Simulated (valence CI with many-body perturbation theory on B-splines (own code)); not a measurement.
# Co⁶⁺: calculated level list

Level of theory: relativistic CI+MBPT: three valence electrons over a frozen Dirac-Fock core [Ar], a basis of 9 s, 9 p, 10 d, 8 f, 5 g, 3 h, 1 i functions for each j, with the one-electron correlation potential Σ1, the two-electron term Σ2, the three-electron term Σ3, Breit, model QED; selected CI, second order for the rest, scaled by the run's own slope (own B-spline code, finite nucleus).

Against 6 measured levels this calculation errs by 282 cm⁻¹ on average and by 613 at most. These come from a selection out of Sugar and Corliss, J. Phys. Chem. Ref. Data 10, 1097 (1981). Levels without a partner in it may be off by more, other configurations by 1,000 to 8,000 cm⁻¹. The list stops below the first excitations out of the core. Only levels of the ground parity were solved; by the run's estimate the other parity begins above the list, which can be wrong where configurations are misplaced.

Levels 1 to 23 of 23, with energies above the lowest level, 3d³ ⁴F_3/2. "Leading %" is the weight of the configuration and term that name the level; weights of strongly mixed levels are sums over their largest components and can fall short. In the jj column 3d3/2^4 stands for four electrons in 3d with j = 3/2.

| No. | Configuration | Term | J | E (eV) | Leading % | Second component | Leading jj |
| --- | --- | --- | --- | --- | --- | --- | --- |
| 1 | 3d³ | ⁴F | 3/2 | 0.000 | 100 |  | 3d3/2^3 (38 %) |
| 2 | 3d³ | ⁴F | 5/2 | 0.087 | 100 |  | 3d3/2^2 3d5/2 (77 %) |
| 3 | 3d³ | ⁴F | 7/2 | 0.201 | 100 |  | 3d3/2 3d5/2^2 (77 %) |
| 4 | 3d³ | ⁴F | 9/2 | 0.337 | 100 |  | 3d3/2 3d5/2^2 (47 %) |
| 5 | 3d³ | ⁴P | 1/2 | 2.679 | 98 |  | 3d3/2^2 3d5/2 (65 %) |
| 6 | 3d³ | ⁴P | 3/2 | 2.709 | 96 |  | 3d3/2^2 3d5/2 (48 %) |
| 7 | 3d³ | ⁴P | 5/2 | 2.827 | 100 |  | 3d3/2 3d5/2^2 (63 %) |
| 8 | 3d³ | ²G | 7/2 | 2.848 | 100 |  | 3d3/2 3d5/2^2 (50 %) |
| 9 | 3d³ | ²G | 9/2 | 2.960 | 96 |  | 3d3/2^2 3d5/2 (53 %) |
| 10 | 3d³ | ²P | 3/2 | 3.712 | 54 | 43 % 3d³ ²D | 3d3/2 3d5/2^2 (46 %) |
| 11 | 3d³ | ²P | 1/2 | 3.763 | 98 |  | 3d3/2 3d5/2^2 (65 %) |
| 12 | 3d³ | ²H | 9/2 | 3.916 | 97 |  | 3d3/2 3d5/2^2 (46 %) |
| 13 | 3d³ | ²H | 11/2 | 3.990 | 100 |  | 3d3/2 3d5/2^2 (100 %) |
| 14 | 3d³ | ²D | 5/2 | 4.076 | 99 |  | 3d3/2 3d5/2^2 (52 %) |
| 15 | 3d³ | ²D | 3/2 | 4.111 | 56 | 43 % 3d³ ²P | 3d5/2^3 (75 %) |
| 16 | 3d³ | ²F | 7/2 | 6.454 | 100 |  | 3d3/2 3d5/2^2 (72 %) |
| 17 | 3d³ | ²F | 5/2 | 6.517 | 100 |  | 3d3/2 3d5/2^2 (54 %) |
| 18 | 3d³ | ²D | 5/2 | 10.113 | 99 |  | 3d3/2^2 3d5/2 (54 %) |
| 19 | 3d³ | ²D | 3/2 | 10.168 | 100 |  | 3d3/2 3d5/2^2 (88 %) |
| 20 | 3d²4s | ⁴F | 3/2 | 44.384 | 99 |  | 3d3/2^2 4s (72 %) |
| 21 | 3d²4s | ⁴F | 5/2 | 44.470 | 98 |  | 3d3/2 3d5/2 4s (57 %) |
| 22 | 3d²4s | ⁴F | 7/2 | 44.599 | 99 |  | 3d3/2 3d5/2 4s (86 %) |
| 23 | 3d²4s | ⁴F | 9/2 | 44.765 | 99 |  | 3d5/2^2 4s (77 %) |

Names give the largest LS component (configuration and term), which can be under half, so a name can repeat, a term be missing and a line seem to break the LS rules; names also repeat where a configuration has a term twice.

The ionisation energy to 3d² ³F2 of the next ion comes out as 128.76 eV (NIST: 128.9 ± 0.5 eV (semi-empirical)). All 23 levels together are meant to be complete up to 45.023 eV.
